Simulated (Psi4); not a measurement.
zinc atom (Zn), singlet; B3LYP/6-31G* (Psi4).

Input for Psi4:
```
memory 2 GB

molecule mol {
0 1
Zn    0.000000    0.000000    0.000000
}

set {
  basis 6-31g*
  reference rks
}

energy('b3lyp')
print_variables()
```

It wrote (shortened):

```
   => Loading Basis Set <=

    Name: 6-31G*
    Role: ORBITAL
    Keyword: BASIS

         ---------------------------------------------------------
                                   SCF
               by Justin Turney, Rob Parrish, Andy Simmonett
                          and Daniel G. A. Smith
                              RKS Reference
         ---------------------------------------------------------

  ==> Geometry <==

    Molecular point group: d2h
    Geometry (in Angstrom), charge = 0, multiplicity = 1:

       Center              X                  Y                   Z               Mass
    ------------   -----------------  -----------------  -----------------  -----------------
         ZN           0.000000000000     0.000000000000     0.000000000000    63.929142010000

  Running in d2h symmetry.

  Rotational constants: A = ************  B = ************  C = ************ [cm^-1]
  Rotational constants: A = ************  B = ************  C = ************ [MHz]
  Nuclear repulsion =    0.000000000000000

  Charge       = 0
  Multiplicity = 1
  Electrons    = 30
  Nalpha       = 15
  Nbeta        = 15

  ==> Algorithm <==

  SCF Algorithm Type is DF.
  DIIS enabled.
  MOM disabled.
  Fractional occupation disabled.
  Guess Type is CORE.
  Energy threshold   = 1.00e-06
  Density threshold  = 1.00e-06
  Integral threshold = 1.00e-12

  ==> Primary Basis <==

  Basis Set: 6-31G*
    Blend: 6-31G*
    Number of shells: 12
    Number of basis functions: 39
    Number of Cartesian functions: 39
    Spherical Harmonics?: false
    Max angular momentum: 3

  ==> DFT Potential <==

   => LibXC <=

    Version 7.1.2
    S. Lehtola, C. Steigemann, M. J. T. Oliveira, and M. A. L. Marques,  SoftwareX 7, 1–5 (2018) (10.1016/j.softx.2017.11.002)

   => Composite Functional: B3LYP <=

    B3LYP Hyb-GGA Exchange-Correlation Functional

    P. J. Stephens, F. J. Devlin, C. F. Chabalowski, and M. J. Frisch,  J. Phys. Chem. 98, 11623 (1994) (10.1021/j100096a001)

    Deriv               =              1
    GGA                 =           TRUE
    Meta                =          FALSE

    Exchange Hybrid     =           TRUE
    MP2 Hybrid          =          FALSE

   => Exchange Functionals <=

    0.0800   Slater exchange
    0.7200         Becke 88

   => Exact (HF) Exchange <=

    0.2000               HF

   => Correlation Functionals <=

    0.1900   Vosko, Wilk & Nusair (VWN5_RPA)
    0.8100   Lee, Yang & Parr

   => LibXC Density Thresholds  <==

    XC_HYB_GGA_XC_B3LYP:  1.00E-15

   => Molecular Quadrature <=

    Radial Scheme          =       TREUTLER
    Pruning Scheme         =           NONE
    Nuclear Scheme         =       TREUTLER

    Blocking Scheme        =         OCTREE
    BS radius alpha        =              1
    Pruning alpha          =              1
    Radial Points          =             75
    Spherical Points       =            302
    Total Points           =          21134
    Total Blocks           =            235
    Max Points             =            256
    Max Functions          =             39
    Weights Tolerance      =       1.00E-15

   => Loading Basis Set <=

    Name: (6-31G* AUX)
    Role: JKFIT
    Keyword: DF_BASIS_SCF

  ==> Integral Setup <==

  SCF_SUBTYPE=INCORE selected. In-core MEM_DF algorithm will be used.
  Using in-core AOs.

  ==> MemDFJK: Density-Fitted J/K Matrices <==

    J tasked:                   Yes
    K tasked:                   Yes
    wK tasked:                   No
    Algorithm:                 Core
    Schwarz Cutoff:           1E-12
    Mask sparsity (%):       0.0000
    Fitting Condition:        1E-10

   => Auxiliary Basis Set <=

  Basis Set: (6-31G* AUX)
    Blend: DEF2-UNIVERSAL-JKFIT
    Number of shells: 58
    Number of basis functions: 377
    Number of Cartesian functions: 377
    Spherical Harmonics?: false
    Max angular momentum: 6

  Minimum eigenvalue in the overlap matrix is 1.0833504590E-03.
[...]
     B2g        2       2       1       1       1       0
     B3g        2       2       1       1       1       0
     Au         1       1       0       0       0       0
     B1u        7       7       2       2       2       0
     B2u        7       7       2       2       2       0
     B3u        7       7       2       2       2       0
   -------------------------------------------------------
    Total      39      39      15      15      15       0
   -------------------------------------------------------

  ==> Iterations <==

                           Total Energy        Delta E     RMS |[F,P]|

    Occupation by irrep:
             Ag   B1g   B2g   B3g    Au   B1u   B2u   B3u
    DOCC [     5,    0,    0,    0,    0,    3,    3,    4 ]
    NA   [     5,    0,    0,    0,    0,    3,    3,    4 ]
    NB   [     5,    0,    0,    0,    0,    3,    3,    4 ]

   @DF-RKS iter   1: -1761.48125160048289   -1.76148e+03   4.58426e-01 ADIIS
    Occupation by irrep:
             Ag   B1g   B2g   B3g    Au   B1u   B2u   B3u
    DOCC [     6,    1,    1,    1,    0,    2,    2,    2 ]
    NA   [     6,    1,    1,    1,    0,    2,    2,    2 ]
    NB   [     6,    1,    1,    1,    0,    2,    2,    2 ]

   @DF-RKS iter   2: -1720.63971533117319    4.08415e+01   8.01145e-01 ADIIS
   @DF-RKS iter   3: -1778.78284758858626   -5.81431e+01   6.63455e-02 DIIS/ADIIS
   @DF-RKS iter   4: -1778.99402347698060   -2.11176e-01   4.67317e-02 DIIS/ADIIS
   @DF-RKS iter   5: -1779.06367615668273   -6.96527e-02   2.50804e-02 DIIS/ADIIS
   @DF-RKS iter   6: -1779.09037181183703   -2.66957e-02   2.86444e-03 DIIS/ADIIS
   @DF-RKS iter   7: -1779.09073519339381   -3.63382e-04   1.22533e-04 DIIS/ADIIS
   @DF-RKS iter   8: -1779.09073584956559   -6.56172e-07   4.41260e-08 DIIS
  Energy and wave function converged.

  ==> Post-Iterations <==

   Electrons on quadrature grid:
      Ntotal   =   29.9999984785 ; deviation = -1.522e-06

    Orbital Energies [Eh]
    ---------------------

    Doubly Occupied:

[...]
    Virtual:

[...]
    Final Occupation by Irrep:
             Ag   B1g   B2g   B3g    Au   B1u   B2u   B3u
    DOCC [     6,    1,    1,    1,    0,    2,    2,    2 ]
    NA   [     6,    1,    1,    1,    0,    2,    2,    2 ]
    NB   [     6,    1,    1,    1,    0,    2,    2,    2 ]

  @DF-RKS Final Energy: -1779.09073584956559

   => Energetics <=

    Nuclear Repulsion Energy =              0.0000000000000000
    One-Electron Energy =               -2484.2696423278357543
    Two-Electron Energy =                 762.5142441586772293
    DFT Exchange-Correlation Energy =     -57.3353376804069939
    Empirical Dispersion Energy =           0.0000000000000000
    VV10 Nonlocal Energy =                  0.0000000000000000
    Total Energy =                      -1779.0907358495655899

Computation Completed

Properties will be evaluated at   0.000000,   0.000000,   0.000000 [a0]

Properties computed using the SCF density matrix

 Multipole Moments:

 ------------------------------------------------------------------------------------
     Multipole            Electronic (a.u.)      Nuclear  (a.u.)        Total (a.u.)
 ------------------------------------------------------------------------------------

 L = 1.  Multiply by 2.5417464519 to convert [e a0] to [Debye]
 Dipole X            :          0.0000000            0.0000000            0.0000000
 Dipole Y            :          0.0000000            0.0000000            0.0000000
 Dipole Z            :          0.0000000            0.0000000            0.0000000
 Magnitude           :                                                    0.0000000

 ------------------------------------------------------------------------------------

  Variable Map:
  ----------------------------------------------------------------------------
[...]
  Array Variable Map:
  ----------------------------------------------------------------------------
[...]
[...]
```
